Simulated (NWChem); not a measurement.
System: GeSiH3I, singlet; SMILES [SiH3][Ge][I]

Low-valent species are run as closed-shell singlets; no triplet was tried in these runs. def2 effective core potentials on I; no spin-orbit coupling.

### Question
Give the equilibrium geometry at PBE0/def2-SVP with def2 effective core potentials on I (NWChem) as an XYZ file, with the point group.

### Answer
point group Cs; any orientation.
```
6

Ge     0.8382    -0.9263    -0.5412
I     -0.1549     1.1154     0.6424
Si    -1.1716    -2.3154    -0.0885
H     -1.0230    -3.6993    -0.6461
H     -2.3774    -1.6839    -0.7130
H     -1.3909    -2.4251     1.3890
```
